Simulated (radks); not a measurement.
Q: Coherent X-ray form factor from a spherical all-electron density. Calculated with a radial shooting solver on a logarithmic mesh with Libxc functionals: scalar-relativistic Kohn-Sham, PBEsol, spin-polarised, spherical densities, finite nucleus; Fermi nuclear charge, rms radius of each element as measured or else 0.836 A^(1/3) + 0.57 fm.

| sin(theta)/lambda (1/angstrom) | f0 (electrons) |
|---|---|
| 0.05 | 55.800 |
| 0.1 | 55.206 |
| 0.15 | 54.241 |
| 0.2 | 52.940 |
| 0.25 | 51.347 |
| 0.3 | 49.515 |
| 0.4 | 45.357 |
| 0.5 | 40.901 |
| 0.6 | 36.517 |
| 0.8 | 28.911 |
| 1 | 23.408 |
| 1.25 | 19.092 |
| 1.5 | 16.499 |
| 2 | 13.021 |

The species is in the configuration that NIST lists as its ground one. Which atom or ion scatters so?

A: The ytterbium ion Yb14+, [Kr] 4d10 4f10. Extrapolating in s^2 from the first two rows gives f0(0) = 56.0, near the electron count 56; among species with that count, the fall with angle is slower the higher Z, and the table is that of Z = 70; from so few rows the species is fixed only to a neighbour or two.
